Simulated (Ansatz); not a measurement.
`[CH3][Ag-][P+](F)(F)F` at its PBE0-D4/def2-TZVP geometry, where that method's forces vanish. Charge 0, multiplicity 1. Ag: def2 effective core potential.

```xyz
9

C    -1.6524    0.4705   -1.5471
Ag   -0.1622    0.0459   -0.1515
P     1.5017   -0.4277    1.4061
F     1.2128   -0.1441    2.9043
F     2.8658    0.3003    1.2731
F     2.0095   -1.8895    1.5227
H    -1.2090    0.7699   -2.4996
H    -2.2887    1.2837   -1.1905
H    -2.2775   -0.4090   -1.7175
```

(1) What forces (eV/Å) does B3LYP-D4/def2-TZVPP give on these atoms in Ansatz? (Best estimate.)

Results:

(1) Computed: 
```
C1  -0.195  0.055 -0.183
Ag2 -0.023  0.007 -0.022
P3  -0.185  0.052 -0.172
F4  -0.085  0.075  0.364
F5   0.330  0.186 -0.045
F6   0.115 -0.363  0.017
H7  -0.027 -0.017  0.054
H8   0.035 -0.047 -0.022
H9   0.035  0.051  0.009
```

B3LYP here is the variant with VWN-RPA as its local correlation; programs differ in this.
